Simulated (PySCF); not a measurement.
Cr(SH)2 (quintet state).
Bonds: Cr1–S2, Cr1–S4. Hydrogens: H3 on S2; H5 on S4.

Computed by this run: PySCF 2.14.0, PBE0-D3(BJ)/def2-SVP geometry optimisation, gas phase; unrestricted, density fitting, grid level 1; the optimiser is geomeTRIC in internal coordinates, started from a GFN2-xTB structure with every atom displaced at random (about 0.03 Å).

Geometry at step 1:
```
atom  x, y, z in Å
Cr1     0.0375   -0.0865   -0.0110
S2     -0.0832    0.0238    2.2316
H3      1.1595    0.5259    2.4403
S4      0.1038   -0.0512   -2.2686
H5     -1.1428   -0.5225   -2.4545
```

Task: Give the atomic forces at this geometry.

Result: 
| atom | Fx (eV/Å) | Fy (eV/Å) | Fz (eV/Å) |
| --- | --- | --- | --- |
| Cr1 | 0.022 | -0.004 | -0.107 |
| S2 | -0.005 | 0.021 | 0.264 |
| H3 | -0.040 | -0.022 | -0.059 |
| S4 | 0.245 | 0.089 | -0.098 |
| H5 | -0.222 | -0.085 | 0.001 |

The largest, 0.28 eV/Å, acts on S4; the rms over all components is 0.122 eV/Å. The forces sum to zero within rounding, as they must for an isolated molecule in no field.

Task: Give the force on S4 in Eh/bohr and in nN.

Result: 0.279 eV/Å ÷ 51.422 = 0.00542 Eh/bohr, and 0.279 eV/Å × 1.602 = 0.45 nN.

Task: How far is this geometry from the end of the optimisation?

Result: 0.006 eV above it, and 0.024 Å rms away after alignment. The bonds farthest from their final lengths, with half the difference of the two atoms' forces along the bond (positive lengthens):

| bond | now (Å) | final (Å) | force along bond (eV/Å) |
| --- | --- | --- | --- |
| Cr1–S2 | 2.249 | 2.270 | +0.19 |
| Cr1–S4 | 2.259 | 2.269 | 0.00 |
| S4–H5 | 1.346 | 1.355 | +0.24 |
| S2–H3 | 1.356 | 1.355 | -0.05 |

The angle farthest from its final value is Cr1–S2–H3, 97.0° against 94.4°.

Of the 2 listed bonds off by 0.010 Å or more, this force points towards the final length in 1.

The cost below is that of the whole optimisation. Time: 28 s; peak memory 0.34 GiB. Hardware: one thread, Arm Neoverse V2 (aarch64) (shared host).
